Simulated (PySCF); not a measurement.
## Adding and removing an electron: RbS

PBE0; Rb def2-SVPD with ECP28, S def2-SVPD; scalar-relativistic core potentials (PySCF 2.14). Neutral (UKS): doublet (π ↑), Re = 3.007 Å, ωe = 208 cm⁻¹, De = 2.63 eV, HOMO -4.46 eV, LUMO -1.88 eV.

RbS⁺ (UKS): triplet (π ↑↑), Re = 3.546 Å, ωe = 90.7 cm⁻¹, De = 0.29 eV to Rb⁺ + S. The energies at the minima are -422.02137 hartree for RbS and -421.78122 for RbS⁺.

(1) Work out the adiabatic ionisation energy, without and with harmonic zero-point energies (1 hartree = 27.2114 eV, 1 eV = 8065.5 cm⁻¹), and the change of the bond length.

Weak bonds: RbS⁺. Basis-set superposition, not corrected here, can be much of De in a small basis, most of all at correlated wavefunction levels. Spin–orbit coupling is left out. For an ion De counts to the pair picked by the measured ionisation energies or electron affinities, which need not be the lowest pair at this level. States were picked by a PBE0 search and need not be the measured ground states.

Answers

(1) At PBE0: 0.24015 hartree = 6.535 eV between the minima; the zero-point term (90.7 − 208.0)/2 cm⁻¹ = -0.007 eV makes it 6.528 eV. Re changes by +53.9 pm against the neutral. The electron leaves a π orbital, and the ion is left as a loose complex of an ion and an atom.
